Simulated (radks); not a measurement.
Spherical quantum dot in the effective-mass picture: electrons in a parabolic well V = omega^2 r^2 / 2 with omega = 2.81, all in effective atomic units (hartree* = m*/eps^2 hartree, bohr* = eps/m* bohr), one dielectric constant everywhere. Method: non-relativistic Kohn-Sham, PBE, spin-polarised, spherical densities; computed with a radial shooting solver with Libxc functionals. Levels are named by radial order and angular momentum (1s, 1p, 1d, 2s, ...), and open shells are averaged over m. Each electron was tried in the lowest free levels, single moves between levels near the top were tried too, and the lowest total energy was kept; such a search can miss a lower state. At N = 1 the Hartree and exchange-correlation terms need not cancel, so that row can carry a self-interaction error.

N        open shells  2S  E (hartree*)  mu = E(N) - E(N-1) (hartree*)  addition energy mu(N+1) - mu(N) (hartree*)  e(HOMO) (hartree*)  rms radius (bohr*)
1   1s(up 1, down 0)   1       4.23251                         4.2325                                       1.267              4.7123              0.7318
2               none   0       9.73186                         5.4994                                       3.444              5.9616              0.7600
3   1p(up 1, down 0)   1       18.6752                         8.9433                                      0.8098              9.3416              0.8509
4   1p(up 2, down 0)   2       28.4283                         9.7531                                      0.8303              10.167              0.9006
5   1p(up 3, down 0)   3       39.0118                         10.583                                       1.084              10.999              0.9351
6   1p(up 3, down 1)   2       50.6791                         11.667                                      0.7600              12.042              0.9642
7   1p(up 3, down 2)   1       63.1064                         12.427                                      0.7780              12.815              0.9882
8               none   0       76.3117                         13.205                                       2.960              13.595               1.009
9   1d(up 1, down 0)   1       92.4769                         16.165                                      0.6767              16.503               1.045
10  1d(up 2, down 0)   2       109.319                         16.842                                      0.6784              17.181               1.075
11  1d(up 3, down 0)   3       126.839                         17.520                                      0.6770              17.859               1.101
12  1d(up 4, down 0)   4       145.036                         18.197                                      0.6740              18.535               1.124
13  1d(up 5, down 0)   5       163.908                         18.871                                      0.8745              19.207               1.144
14  1d(up 5, down 1)   4       183.653                         19.746                                      0.6387              20.065               1.164
15  1d(up 5, down 2)   3       204.038                         20.384                                      0.6406              20.705               1.181
16  1d(up 5, down 3)   2       225.063                         21.025                                      0.6400              21.345               1.198
17  1d(up 5, down 4)   1       246.728                         21.665                                      0.6379              21.984               1.214
18              none   0       269.031                         22.303                                      0.8445              22.621               1.228
19  2s(up 1, down 0)   1       292.179                         23.147                                      0.7321              23.471               1.243
20              none   0       316.058                         23.880                                       2.237              24.197               1.257
21  1f(up 1, down 0)   1       342.175                         26.117                                      0.5739              26.404               1.275
22  1f(up 2, down 0)   2       368.866                         26.691                                      0.5725              26.977               1.292
23  1f(up 3, down 0)   3       396.129                         27.263                                      0.5706              27.549               1.308
24  1f(up 4, down 0)   4       423.963                         27.834                                      0.5684              28.119               1.323
25  1f(up 5, down 0)   5       452.366                         28.402                                      0.5661              28.686               1.338
26  1f(up 6, down 0)   6       481.334                         28.968                                      0.5635              29.251               1.352
27  1f(up 7, down 0)   7       510.866                         29.532                                      0.7194              29.813               1.365
28  1f(up 7, down 1)   6       541.117                         30.251                                      0.5467              30.525               1.378
29  1f(up 7, down 2)   5       571.916                         30.798                                      0.5457              31.071               1.390
30  1f(up 7, down 3)   4       603.259                         31.344                                      0.5443              31.616               1.402
31  1f(up 7, down 4)   3       635.147                         31.888                                      0.5426              32.160               1.414
32  1f(up 7, down 5)   2       667.578                         32.431                                      0.5407              32.701               1.425
33  1f(up 7, down 6)   1       700.550                         32.971                                      0.5386              33.241               1.436
34              none   0       734.060                         33.510                                      0.8532              33.779               1.447
35  2p(up 1, down 0)   1       768.423                         34.363                                      0.5419              34.634               1.457
36  2p(up 2, down 0)   2       803.328                         34.905                                      0.5418              35.176               1.467
37  2p(up 3, down 0)   3       838.775                         35.447                                      0.6323              35.718               1.478
38  2p(up 3, down 1)   2       874.854                         36.079                                      0.5311              36.345               1.488
39  2p(up 3, down 2)   1       911.465                         36.610                                      0.5313              36.876               1.497
40              none   0       948.606                         37.142                                           -              37.407               1.507

All shells are closed at N = 2, 8, 18, 20, 34, 40 (there: 1s2 1p6 1d10 2s2 1f14 2p6); the second difference of the energy has clear peaks (12 % above both neighbours; the first and last values, which can be the largest, are not judged, and half-filled shells can peak too) at N = 2, 5, 8, 13, 18, 20, 27, 34, 37.
